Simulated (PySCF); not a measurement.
IRb (SMILES [Rb][I]), singlet, at a GFN2-xTB geometry (such geometries of metal compounds can be far from the true shape) (core potentials on I, Rb). Base run: BLYP/def2-SV(P) (PySCF).

The PySCF input:
```python
from pyscf import gto, scf, dft

mol = gto.Mole()
mol.atom = '''
    Rb   -0.00000000   -0.00000000   -1.91534858
    I     0.00000000    0.00000000    1.33713014
'''
mol.basis = 'def2-sv(p)'
mol.ecp = {'I': 'def2-sv(p)', 'Rb': 'def2-sv(p)'}
mol.verbose = 4
mol.build()

mf = dft.RKS(mol)
mf.xc = 'blyp'
mf.kernel()
```

Variants of this job, named by their change:

```
change                                     ΔE vs base (µEh)  grid points  electrons on the grid
-----------------------------------------  ----------------  -----------  ---------------------
base                                                    0.0        43872               34.00000
grids.level = 1                                         128        16112               34.00000
grids.prune = off                                       0.0        82464               34.00000
small_rho_cutoff = 0                                    0.0        43872               34.00000
grids.level = 0                                         464         5640               33.99879
grids.atom_grid = (150, 974)                            9.8       142720               34.00000
grids.atom_grid = (50, 194)                             154        12432               33.99999
grids.atom_grid = (75, 302)                           -31.8        26368               34.00004
grids.level = 2                                       -36.8        28088               34.00004
grids.prune = dft.gen_grid.treutler_prune               0.0        44136               34.00000
grids.radi_method = delley                              0.9        37368               33.99993
```
